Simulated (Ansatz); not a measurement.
A structure relaxed at PBE-D4/def2-SVP in Ansatz, charge 0, singlet:

```xyz
53

Ge    2.159    1.178    4.852
Ge    1.671    2.515    2.850
Ge    2.732   -2.047    2.549
Ge    1.506   -1.151    4.472
Ge    2.234   -0.694    0.549
Ge    0.676    1.118    1.102
Ge    1.426    1.603   -2.838
Ge    0.178    2.456   -0.907
Ge    0.938    2.949   -4.835
Ge   -0.660    4.718   -4.300
Ge   -0.890   -1.258    3.973
Ge   -1.377    0.093    1.969
Ge   -2.221    2.399   -1.407
Ge   -2.712    3.737   -3.408
Ge    2.078   -4.374    2.159
Ge    1.247   -2.085   -1.212
Ge    0.768   -0.726   -3.211
Ge   -0.318   -4.458    1.665
Ge   -1.556   -3.583    3.587
Ge   -0.805   -3.094   -0.329
Ge   -2.378   -1.295    0.214
Ge   -1.627   -0.759   -3.714
Ge   -2.875    0.068   -1.778
H     3.679    1.252    5.181
H     1.379    1.750    6.073
H     2.981    3.160    2.307
H     0.690    3.671    3.205
H     4.265   -1.970    2.834
H     1.814   -2.017    5.734
H     3.560   -0.062    0.019
H     2.951    1.670   -2.516
H     0.602    3.938   -0.651
H     2.253    3.555   -5.407
H     0.324    2.031   -5.932
H    -0.037    5.650   -3.222
H    -0.966    5.580   -5.560
H    -1.693   -0.672    5.177
H    -2.375    1.231    2.353
H    -3.001    2.973   -0.184
H    -3.748    4.848   -3.070
H    -3.343    2.817   -4.495
H     2.393   -5.232    3.420
H     2.888   -4.960    0.964
H     2.252   -3.220   -1.587
H     1.562   -1.299   -4.427
H    -0.747   -5.934    1.391
H    -1.252   -4.438    4.852
H    -3.088   -3.657    3.312
H    -1.437   -3.999   -1.433
H    -3.702   -1.922    0.755
H    -1.913    0.150   -4.947
H    -2.082   -2.204   -4.070
H    -4.405    0.002   -2.079
```

(1) Give its formula and point group.

(2) Summarise the bond lengths by kind (pairs closer than 1.2 times the sum of covalent radii, bridged metal pairs left out).

Answers

(1) Ge₂₃H₃₀, a nanocrystal cut from hexagonal germanium. Point group Cs (tolerance 0.1 Å).

(2) 31 × Ge–Ge 2.44 to 2.47 Å; 30 × Ge–H 1.56 Å.

Single mean-field runs in def2-SVP are fitted with def2-universal-jkfit.
